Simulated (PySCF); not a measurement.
Two species compared at the same levels of theory.

First species: C₈H₁₁NSi.
Geometry (GFN2-xTB, Å), atoms numbered from 1 in this order:
```
atom  x, y, z in Å
C1     3.2970   -1.8067    1.0974
C2     2.7509   -0.7724    0.8437
C3     2.0705    0.4601    0.5312
Si4    0.7453    0.1771   -0.8092
C5    -0.5686    1.5494   -1.0375
C6    -1.7025    0.5096   -0.8571
C7    -2.7573    0.9816   -0.0084
N8    -3.5774    1.3854    0.6806
C9    -0.8896   -0.6903   -0.2876
C10   -1.0748   -0.9074    1.2087
H11    3.7899   -2.7021    1.3311
H12    2.8016    1.1887    0.1770
H13    1.6223    0.8574    1.4443
H14    1.3296   -0.3263   -2.0566
H15   -0.6179    2.0771   -1.9859
H16   -0.5903    2.2982   -0.2467
H17   -2.1361    0.2452   -1.8252
H18   -1.1399   -1.6174   -0.8055
H19   -0.3651   -1.6509    1.5666
H20   -2.0828   -1.2556    1.4318
H21   -0.9139    0.0163    1.7615
```

Second species: C8H11NSi.
SMILES: `C=CC/C=C/C(C#N)=C\[SiH3]`

Levels: PBE0/pcSseg-1 for dipole moment, HOMO energy, LUMO energy and HOMO–LUMO gap; GFN2-xTB for rotational constant A and rotational constant C. Geometries: GFN2-xTB. Each species is one conformer at its optimised geometry, gas phase, non-relativistic unless stated. Electronic properties by PySCF.

The conformers computed, where there is a choice (atom-mapped SMILES and torsion angles):
- `[CH:1]#[C:2][CH2:3][Si@@H:4]1[CH2:5][C@H:6]([C:7]#[N:8])[C@@H:9]1[CH3:10]`: C2–C3–Si4–C5 164°
- `[CH2:1]=[CH:2][CH2:3]/[CH:4]=[CH:5]/[C:6]([C:7]#[N:8])=[CH:9]\[SiH3:10]`: C1–C2–C3–C4 -123°, C2–C3–C4–C5 117°, C4–C5–C6–C7 2°

Values for the first species:

- Dipole moment: 3.86 D
- HOMO energy: -7.69 eV
- LUMO energy: -0.07 eV
- HOMO–LUMO gap: 7.62 eV
- Rotational constant A: 2.475 GHz
- Rotational constant C: 0.576 GHz

Problem. Estimate the same properties for the second species, and the change in each.

Solution. 
```tsv
property	first	second	second less first
dipole moment	3.86 D	3.59 D	-0.27 D
HOMO energy	-7.69 eV	-7.27 eV	+0.42 eV
LUMO energy	-0.07 eV	-2.12 eV	-2.05 eV
HOMO–LUMO gap	7.62 eV	5.15 eV	-2.47 eV
rotational constant A	2.475 GHz	1.386 GHz	-1.089 GHz
rotational constant C	0.576 GHz	0.422 GHz	-0.154 GHz
```

On the first: The dipole equals about 12.9 × 10⁻³⁰ C·m (1 D = 3.33564 × 10⁻³⁰ C·m).

On the second: The dipole matches unit charges of opposite sign 0.75 Å apart (1 e·Å = 4.8032 D).
